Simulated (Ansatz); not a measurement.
A structure relaxed at r2SCAN-D4/def2-TZVPD in Ansatz, charge -1, doublet:

```xyz
12

Li    1.3036    0.2950   -0.9284
Li    2.0764   -0.5847    1.3650
Li   -1.3172   -0.8294   -0.4748
Li   -0.8890    1.4749   -1.4813
Li   -0.4081    1.3138    0.8842
Li   -0.5458   -1.7056    1.8187
H     2.8273   -0.3057   -0.1739
H     0.5242    2.0503   -0.5113
H    -1.6674   -2.2306    0.6029
H    -0.2755   -0.1421   -1.9436
H     0.3035   -0.3333    0.9268
H    -1.9320    0.9975   -0.0842
```

Question: Give its formula and point group.

Answer: Li6H6⁻. Point group Cs (tolerance 0.1 Å).

Question: Summarise the bond lengths by kind (pairs closer than 1.2 times the sum of covalent radii, bridged metal pairs left out).

Answer: 5 × Li–Li 2.55 to 2.89 Å; 12 × H–Li 1.73 to 1.84 Å.

The highest occupied level of the charge -1 doublet lies above zero (up to 0.62 eV). The electron is either unbound and held by the finite basis, or the level is raised by self-interaction error. Another isomer (doublet) lies 0.49 eV lower at PBE0-D4/def2-TZVPD; other spin states weren't run for this one.
